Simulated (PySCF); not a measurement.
# Correlation energy of Se²⁺ (selenium, charge +2)

[Ar] 3d10 4s2 4p2, high-spin 3P determinant. Calculation: PySCF 2.14, in cc-pVTZ-DK (6s5p3d1f, 43 functions); the spin-free X2C one-electron Hamiltonian (Gaussian nucleus). Frozen: [Ar] 3d10; 4 electrons correlated.

MP2 pair energies summed by pair of shells (mhartree):

```tsv
pair	energy	share (%)
4s-4p	-35.26	62.6
4s-4s	-15.47	27.5
4p-4p	-5.56	9.9
```

Total MP2 correlation energy: -56.29 mhartree.

Same-spin part -9.24 and opposite-spin part -47.05 mhartree; SCS-MP2 scales them by 1/3 and 6/5 to -59.54 mhartree.

```json
{"level": "CCSD", "correlation energy (mhartree)": "-72.13"}
{"level": "(T)", "correlation energy (mhartree)": "-1.45"}
{"level": "CCSD(T)", "correlation energy (mhartree)": "-73.58"}
```

Diagnostics: T1 = 0.0063, D1 = 0.0167, largest double amplitude 0.092.

Cost of the coupled-cluster step: 0.37 s of wall time on 1 thread of Intel(R) Xeon(R) Platinum 8259CL CPU @ 2.50GHz (shared host), for 4 correlated electrons.

Iterations:

```
CC2 = 0
CCSD nocc = (np.int64(3), np.int64(1)), nmo = (29, 29)
frozen orbitals [[0, 1, 2, 3, 4, 5, 6, 7, 8, 9, 10, 11, 12, 13], [0, 1, 2, 3, 4, 5, 6, 7, 8, 9, 10, 11, 12, 13]]
max_cycle = 100
direct = 0
conv_tol = 1e-08
conv_tol_normt = 1e-06
diis_space = 8
diis_start_cycle = 0
Init t2, MP2 energy = -0.0562895668007106
Init E_corr(UCCSD) = -0.0562895668488629
cycle = 1  E_corr(UCCSD) = -0.0677600889905661  dE = -0.0114705221  norm(t1,t2) = 0.0393838
cycle = 2  E_corr(UCCSD) = -0.0706348225226949  dE = -0.00287473353  norm(t1,t2) = 0.0139207
cycle = 3  E_corr(UCCSD) = -0.0721451712566402  dE = -0.00151034873  norm(t1,t2) = 0.00590326
cycle = 4  E_corr(UCCSD) = -0.0721242901968173  dE = 2.08810598e-05  norm(t1,t2) = 0.000871296
cycle = 5  E_corr(UCCSD) = -0.0721297397049994  dE = -5.44950818e-06  norm(t1,t2) = 0.000105205
cycle = 6  E_corr(UCCSD) = -0.0721287030739913  dE = 1.03663101e-06  norm(t1,t2) = 1.9209e-05
cycle = 7  E_corr(UCCSD) = -0.0721291664810066  dE = -4.63407015e-07  norm(t1,t2) = 2.22628e-06
cycle = 8  E_corr(UCCSD) = -0.0721290416362146  dE = 1.24844792e-07  norm(t1,t2) = 4.24759e-07
cycle = 9  E_corr(UCCSD) = -0.0721290474656162  dE = -5.82940157e-09  norm(t1,t2) = 7.55523e-08
UCCSD converged
E(UCCSD) = -2427.058713163847  E_corr = -0.07212904746561621
UCCSD(T) correction = -0.00145479764784618
```
